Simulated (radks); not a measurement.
The numbers below are computed, except where a source is named.
Mean orbital radii <r> (bohr) of neutral osmium, [Xe] 4f14 5d6 6s2, at several levels of relativity; Dirac values are averaged over j with weights 2j + 1. Spin-unpolarised spherical Kohn-Sham, PBE, point nucleus unless stated (finite: rms radius 5.4126 fm), a radial shooting solver on a logarithmic mesh with Libxc functionals. A level marked "c x" has the speed of light scaled by that factor and shares open shells by 2j + 1; other Dirac levels either fill j = l - 1/2 first or share by 2j + 1.

shell	non-rel.	Dirac, low j first	Dirac, 2j+1 shares, finite nucleus	Dirac, c x 2	change of magnitude, last against first (%)
2p	0.07110	0.06676	0.06676	0.07005	-1.47
3s	0.2130	0.1933	0.1934	0.2084	-2.18
3p	0.2032	0.1935	0.1935	0.2009	-1.15
3d	0.1779	0.1762	0.1762	0.1774	-0.25
4s	0.4727	0.4317	0.4318	0.4629	-2.06
4p	0.4785	0.4581	0.4581	0.4735	-1.04
4d	0.4914	0.4893	0.4893	0.4907	-0.13
5s	1.106	1.007	1.007	1.083	-2.13
4f	0.5413	0.5573	0.5572	0.5449	+0.66
5p	1.215	1.168	1.167	1.203	-0.96
5d	1.750	1.831	1.820	1.765	+0.88
6s	3.350	2.992	2.982	3.264	-2.57
